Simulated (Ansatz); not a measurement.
C2H9NOSi can be A, `CO[SiH2]CN`, or B, `CCO[SiH2]N`.

Program: Ansatz. Geometries: PBE0-D4/def2-TZVP. ΔE: electronic, gas phase. CBS: MP2 limit from def2 TZ/QZ plus the TZ coupled-cluster correction, frozen cores. Functionals use def2-TZVPP. B3LYP here is the variant with VWN-RPA as its local correlation; programs differ in this. One conformer a species, not always the lowest.

A:

```xyz
14

C     0.1336   -0.7073   -1.9905
O    -1.0243   -0.2693   -1.3126
Si   -0.9961    0.7606   -0.0370
C    -0.2101    0.0136    1.4956
N     1.2229   -0.1846    1.2886
H    -0.1789   -1.3600   -2.8076
H     0.6871    0.1387   -2.4151
H     0.8018   -1.2580   -1.3225
H    -2.4112    1.1126    0.2377
H    -0.2155    1.9872   -0.3912
H    -0.4716    0.6278    2.3741
H    -0.6830   -0.9624    1.6536
H     1.6592   -0.5996    2.1024
H     1.6860    0.7005    1.1245
```

B:

Z-matrix (Å, degrees):
```
C
C 1 1.509
H 1 1.093 2 110.5
H 1 1.092 2 110.4 3 -120.1
H 1 1.092 2 110.5 3 120.2
O 2 1.413 1 109.5 3 179.7
H 2 1.098 1 110.2 3 58.8
H 2 1.099 1 110.1 3 -59.2
Si 6 1.645 2 123.0 1 173.2
N 9 1.706 6 116.7 2 63.2
H 9 1.488 6 109.0 2 -55.5
H 9 1.479 6 103.3 2 -176.5
H 10 1.006 9 123.0 6 68.3
H 10 1.005 9 122.1 6 -91.7
```

(1) Which is lower in electronic energy at CCSD(T)/CBS, and by how much? (Estimate.)

(2) Give E(B) − E(A) in kJ/mol with CCSD/def2-TZVPP, r2SCAN-D4, MP2/def2-TZVPP, PBE-D4, PBE0-D4, B3LYP, B2PLYP. (Estimate.)

Largest T1 diagnostic: 0.011.

Answers

(1) Ansatz gave: B, by 130.2 kJ/mol.

(2) Ansatz gave: CCSD/def2-TZVPP -129.1, r2SCAN-D4 -129.3, MP2/def2-TZVPP -133.1, PBE-D4 -118.9, PBE0-D4 -122.9, B3LYP -127.7, B2PLYP -130.3. None reverses the order clearly.

From PBE to PBE0 (25 % exact exchange), in def2-TZVPP and without D4, E(B) − E(A) moves by −3.9 kJ/mol.
